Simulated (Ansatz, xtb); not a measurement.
**Two isomers of C5H9ClO2**

Structure a is `CO[C@@H]1C[C@@H](Cl)CO1`, a singlet and structure b is `CO[C@@H]1C[C@H](Cl)CO1`, a singlet. Both are isolated molecules in the gas phase, relaxed with r2SCAN-D4/def2-SVP, each in the lowest conformer that the search found.

Which of the two would you expect CCSD(T)/def2-SVP + ΔMP2/def2-TZVPP electronic energies to favour?

CCSD(T)/def2-SVP + ΔMP2/def2-TZVPP gives E(b) − E(a) = +0.22 kcal/mol, slightly favouring structure a, which is too small a margin to settle the true order.

Level by level:

```
                             level            geometry  E(b) − E(a) (kcal/mol)  departure from the last row (kcal/mol)  job, with rough time for the two
                          GFN2-xTB            GFN2-xTB                     +0.13                                   −0.08              optimisation, 0.68 s
                         HF/STO-3G            GFN2-xTB                     +0.35                                   +0.13               single point, 1.4 s
      r2SCAN-D4/def2-SVP//GFN2-xTB            GFN2-xTB                     +0.37                                   +0.15               single point, 7.5 s
                r2SCAN-D4/def2-SVP  r2SCAN-D4/def2-SVP                     +0.53                                   +0.32             optimisation, 1.7 min
                       HF/def2-SVP  r2SCAN-D4/def2-SVP                     +0.35                                   +0.13           part of the CCSD(T) run
                      MP2/def2-SVP  r2SCAN-D4/def2-SVP                     +0.28                                   +0.06           part of the CCSD(T) run
                  CCSD(T)/def2-SVP  r2SCAN-D4/def2-SVP                     +0.30                                   +0.08                      single point
CCSD(T)/def2-SVP + ΔMP2/def2-TZVPP  r2SCAN-D4/def2-SVP                     +0.22                                                     single point, 4.1 min
```

As drawn, both hold the same kinds of bond in the same numbers.

The largest departure from CCSD(T)/def2-SVP + ΔMP2/def2-TZVPP is that of r2SCAN-D4/def2-SVP, 0.32 kcal/mol. The last row adds to CCSD(T) the change of the MP2 difference between the two basis sets, here −0.08 kcal/mol.

With thermal terms from frequencies at re-optimised GFN2-xTB minima (ideal gas, soft modes damped towards free rotors, one conformer each, 298.15 K, 1 atm): the zero-point term adds +0.08 kcal/mol; ΔH is +0.29 and ΔG +0.34 kcal/mol.

The correlated steps freeze 12 core orbitals. Programs: Ansatz 0.2.0, xtb 6.7.1; the last row on 2 threads of Intel(R) Xeon(R) Processor @ 2.70GHz on a shared host.
